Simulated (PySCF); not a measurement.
## Zr⁺ (zirconium, charge +1) across methods

[Kr] 4d1 5s1 6s1, high-spin 4D determinant (an excited configuration). All numbers are calculated (PySCF 2.14, scalar relativity through the core potential, in aug-cc-pwCVDZ-PP with ECP28MDF).

```csv
method,E (hartree),mean ε 4d α (eV),mean ε 5s α (eV),mean ε 6s α (eV),Σ⟨r²⟩ (bohr²),⟨S²⟩
PBE0,-46.1650,-17.570,-14.470,-5.202,84.07,3.751
LDA,-46.0311,-15.969,-14.072,-4.938,82.52,3.750
revPBE,-46.2105,-16.153,-13.730,-4.962,84.77,3.751
r2SCANh,-46.1770,-17.052,-14.115,-4.953,84.26,3.752
```

Task: Estimate the same row for UHF.

Result: E (hartree) = -45.78881; mean ε 4d α (eV) = -21.296; mean ε 5s α (eV) = -16.265; mean ε 6s α (eV) = -5.759; Σ⟨r²⟩ (bohr²) = 92.82; ⟨S²⟩ = 3.753.

Energies and moments cover only the electrons outside the core potential. The outer electron is Rydberg-like, and this basis confines it to a smaller radius and binds it less than a complete one would.
